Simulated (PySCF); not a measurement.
A structure optimised at PBE-D3(BJ)/def2-SVP, used in a PySCF frequency run:

```
Ru
O 1 1.7034
O 1 1.7111 2 101.77
O 1 1.9389 2 154.25 3 124.52
H 4 0.9846 1 107.08 2 -8.34
O 1 1.9509 2 86.76 3 -158.44
H 6 0.9818 1 108.48 2 156.93
O 1 1.9600 2 112.74 6 72.40
H 8 0.9850 1 106.44 2 105.95
O 5 1.9603 4 101.26 1 -12.41
H 10 0.9827 5 162.45 4 115.99
```
Charge 0, spin multiplicity 1.

Task: Write its SMILES and formula.

Result: [O]=[Ru](=[O])([OH])([OH])([OH])[OH], H4O6Ru

Task: What are its rotational constants (standard atomic weights)?

Result: 2.3399, 2.0162, 1.9967 GHz
